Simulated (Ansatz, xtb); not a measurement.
# Two isomers of C4H4ClFO3

We compare X, `O=C1OC[C@@H](Cl)[C@@H](F)O1`, a singlet, with Y, `O=C1OCC(F)(Cl)CO1`, a singlet. Both are isolated molecules in the gas phase, relaxed with B3LYP-D3(BJ)/def2-SVP; the shapes shown needn't be the lowest conformers.

X (Å):

| atom | x (Å) | y (Å) | z (Å) |
| --- | --- | --- | --- |
| C | 1.3915 | 0.9259 | -1.8497 |
| C | -0.8096 | 0.6685 | -0.8010 |
| C | -0.4065 | 1.8291 | 0.0874 |
| C | 1.0541 | 1.6192 | 0.4544 |
| Cl | -1.4527 | 1.9041 | 1.5371 |
| F | 1.1892 | 0.4374 | 1.1307 |
| O | 2.1352 | 0.7589 | -2.7605 |
| O | 0.1009 | 0.5510 | -1.8987 |
| O | 1.8186 | 1.5711 | -0.7141 |
| H | -0.7985 | -0.2635 | -0.2159 |
| H | -1.8076 | 0.8133 | -1.2335 |
| H | -0.5017 | 2.7882 | -0.4405 |
| H | 1.4701 | 2.4254 | 1.0754 |

Y (Å):

```xyz
13

C    -0.7739    0.5736    0.3881
C     1.5487    0.4182   -0.3824
C     1.6433    1.9007   -0.0889
C     0.8786    2.2011    1.1831
Cl    3.3614    2.3834    0.0968
F     1.0894    2.5989   -1.1211
O    -1.8825    0.1419    0.4053
O     0.1902   -0.0022   -0.3695
O    -0.4402    1.6752    1.1022
H     2.1290   -0.1445    0.3659
H     1.9456    0.2025   -1.3836
H     1.4099    1.7672    2.0450
H     0.7870    3.2865    1.3247
```

Quicker runs give these differences E(Y) − E(X): GFN2-xTB +3.9 kcal/mol; HF/STO-3G +3.5 kcal/mol (at GFN2-xTB geometries); r2SCAN-D4/def2-SVP +4.8 kcal/mol (at GFN2-xTB geometries).

**Question.** Estimate E(Y) − E(X) at the level CCSD(T)/def2-SVP + ΔMP2/def2-TZVPP.

**Answer.** Calculated at CCSD(T)/def2-SVP + ΔMP2/def2-TZVPP: E(Y) − E(X) = +5.1 kcal/mol, so structure X lies lower.

Level by level:

```json
{"level": "GFN2-xTB", "geometry": "GFN2-xTB", "E(Y) − E(X) (kcal/mol)": "+3.9", "departure from the last row (kcal/mol)": "−1.2", "job, with rough time for the two": "optimisation, 0.17 s"}
{"level": "HF/STO-3G", "geometry": "GFN2-xTB", "E(Y) − E(X) (kcal/mol)": "+3.5", "departure from the last row (kcal/mol)": "−1.6", "job, with rough time for the two": "single point, 0.52 s"}
{"level": "r2SCAN-D4/def2-SVP", "geometry": "GFN2-xTB", "E(Y) − E(X) (kcal/mol)": "+4.8", "departure from the last row (kcal/mol)": "−0.3", "job, with rough time for the two": "single point, 4.8 s"}
{"level": "B3LYP-D3(BJ)/def2-SVP", "geometry": "B3LYP-D3(BJ)/def2-SVP", "E(Y) − E(X) (kcal/mol)": "+4.7", "departure from the last row (kcal/mol)": "−0.5", "job, with rough time for the two": "optimisation, 55 s"}
{"level": "HF/def2-SVP", "geometry": "B3LYP-D3(BJ)/def2-SVP", "E(Y) − E(X) (kcal/mol)": "+6.4", "departure from the last row (kcal/mol)": "+1.3", "job, with rough time for the two": "part of the CCSD(T) run"}
{"level": "MP2/def2-SVP", "geometry": "B3LYP-D3(BJ)/def2-SVP", "E(Y) − E(X) (kcal/mol)": "+5.7", "departure from the last row (kcal/mol)": "+0.6", "job, with rough time for the two": "part of the CCSD(T) run"}
{"level": "CCSD(T)/def2-SVP", "geometry": "B3LYP-D3(BJ)/def2-SVP", "E(Y) − E(X) (kcal/mol)": "+5.6", "departure from the last row (kcal/mol)": "+0.4", "job, with rough time for the two": "single point"}
{"level": "CCSD(T)/def2-SVP + ΔMP2/def2-TZVPP", "geometry": "B3LYP-D3(BJ)/def2-SVP", "E(Y) − E(X) (kcal/mol)": "+5.1", "departure from the last row (kcal/mol)": "", "job, with rough time for the two": "single point, 2.5 min"}
```

As drawn, both hold the same kinds of bond in the same numbers.

None of the levels shown reverses the order. The largest departure from CCSD(T)/def2-SVP + ΔMP2/def2-TZVPP is that of HF/STO-3G, 1.6 kcal/mol. The last row adds to CCSD(T) the change of the MP2 difference between the two basis sets, here −0.4 kcal/mol.

With thermal terms from frequencies at re-optimised GFN2-xTB minima (ideal gas, soft modes damped towards free rotors, one conformer each, 298.15 K, 1 atm): on the last row, ΔE + ΔZPE = +4.7, ΔH = +4.8, ΔG = +4.5 kcal/mol.

The correlated steps freeze 13 core orbitals. Mirror images aren't counted in ΔG. Programs: Ansatz 0.2.0, xtb 6.7.1; the last row on 4 threads of Arm Neoverse V1 on a shared host.
